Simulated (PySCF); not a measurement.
## S(2+) (sulfur, charge +2) across methods

[Ne] 3s2 3p2, high-spin 3P determinant. Calculation: PySCF 2.14, in x2c-TZVPPall with one added diffuse shell each of s, p, d type (6s6p4d1f, 51 functions); scalar relativity by spin-free X2C-1e.

| method | E (hartree) | mean ε 3s α (eV) | mean ε 3s β (eV) | mean ε 3p α (eV) | Σ⟨r²⟩ (bohr²) | ⟨S²⟩ |
| --- | --- | --- | --- | --- | --- | --- |
| TPSSh | -397.9772 | -41.622 | -38.344 | -29.825 | 14.90 | 2.005 |
| r2SCAN | -397.9285 | -41.099 | -37.906 | -29.469 | 14.92 | 2.007 |
| PBE | -397.7931 | -40.316 | -37.796 | -28.947 | 14.92 | 2.003 |
| M06-2X | -397.9606 | -44.175 | -40.693 | -31.721 | 14.93 | 2.003 |
| PBE0 | -397.8238 | -42.607 | -39.214 | -30.570 | 14.92 | 2.004 |
| LDA | -396.5568 | -40.265 | -37.975 | -28.848 | 14.93 | 2.001 |
| PW91 | -397.9499 | -40.383 | -37.879 | -29.017 | 14.92 | 2.003 |
| B3LYP | -397.9831 | -42.054 | -39.113 | -30.140 | 14.92 | 2.003 |
| UHF | -397.41173 | -48.650 | -42.008 | -34.710 | 15.06 | 2.011 |
